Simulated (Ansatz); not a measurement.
Cost and result for the atomization energy of CH5BClFSSi (11 atoms, 11 bonds).

Cartesian coordinates in Å:
```
B -0.038 0.958 -1.168
Si -0.611 0.593 0.710
Cl -2.525 0.689 1.453
C 0.029 -1.216 0.471
F -0.835 -2.079 -0.132
S 1.198 -0.609 -0.863
H -0.780 0.490 -1.993
H 0.580 1.929 -1.501
H 0.301 1.100 1.778
H 0.592 -1.757 1.235
H 2.089 -0.098 0.011
```

Charge 0, multiplicity 1. The bonds changed during the relaxation, so this is another structure than the one it started from. The structure was optimised at the PBE0-D4/def2-TZVP level. It is one conformer, not always the lowest. Program: Ansatz. All runs use 4 threads of an Arm Neoverse V1 on a shared host. Times are those of one run each, without the atoms' runs, and a repeat can differ threefold. Electronic energies, without spin–orbit coupling; frozen cores. CCSD(T)/CBS adds CCSD(T) − MP2 in def2-TZVPP to the MP2 limit, and its time is that of the two runs behind it. T1 = 0.012. B3LYP takes the VWN-RPA correlation (the form of Gaussian; ORCA's B3LYP/G).

CCSD(T)/CBS is a level of theory with its own doubt, some kJ/mol a heavy atom from the limit and from the frozen cores, so smaller differences don't rank the functionals.

```tsv
level	functions	wall time
PBE-D4/def2-TZVPP (with forces)	289	3.9 s
PBE0-D4/def2-TZVPP	289	7 s
r2SCAN-D4/def2-TZVPP (with forces)	289	8.5 s
B3LYP-D4/def2-TZVPP (with forces)	289	10 s
B2PLYP/def2-TZVPP	289	10 s
ωB97X-V/def2-TZVPP	289	15 s
ωB97M-V/def2-TZVPP (with forces)	289	21 s
MP2/def2-QZVPP	531	50 s
CCSD(T)/def2-TZVPP	289	6.6 min
CCSD(T)/CBS(def2)	–	7.4 min
```

What atomization energy does each give, and how far from CCSD(T)/CBS? (Estimate.)

The calculation gave: 
```tsv
level	atomization (kJ/mol)	difference from CCSD(T)/CBS	per bond
PBE-D4/def2-TZVPP (with forces)	3766.4	108.3	9.8
PBE0-D4/def2-TZVPP	3697.3	39.2	3.6
r2SCAN-D4/def2-TZVPP (with forces)	3709.0	50.9	4.6
B3LYP-D4/def2-TZVPP (with forces)	3650.2	-7.9	-0.7
B2PLYP/def2-TZVPP	3602.9	-55.2	-5.0
ωB97X-V/def2-TZVPP	3692.5	34.4	3.1
ωB97M-V/def2-TZVPP (with forces)	3693.2	35.1	3.2
MP2/def2-QZVPP	3696.0	37.9	3.4
CCSD(T)/def2-TZVPP	3551.1	-107.0	-9.7
CCSD(T)/CBS(def2)	3658.1	0.0	0.0
```

From PBE to PBE0 (25 % exact exchange), in def2-TZVPP and without D4, the atomization energy moves by −64.1 kJ/mol: exact exchange takes away binding that semilocal exchange gives to molecules. The D4 term adds +54.1 kJ/mol with B3LYP and +28.3 kJ/mol with PBE0; it sums over pairs of atoms, weighted by their polarisabilities, and B3LYP, whose exchange is more repulsive, gets the larger term. In def2-TZVPP, CCSD(T) changes the Hartree–Fock value by +923.8 kJ/mol (the triples alone add +70.3 kJ/mol) and MP2 by +1005.9 kJ/mol; breaking electron pairs costs correlation energy, which Hartree–Fock lacks.
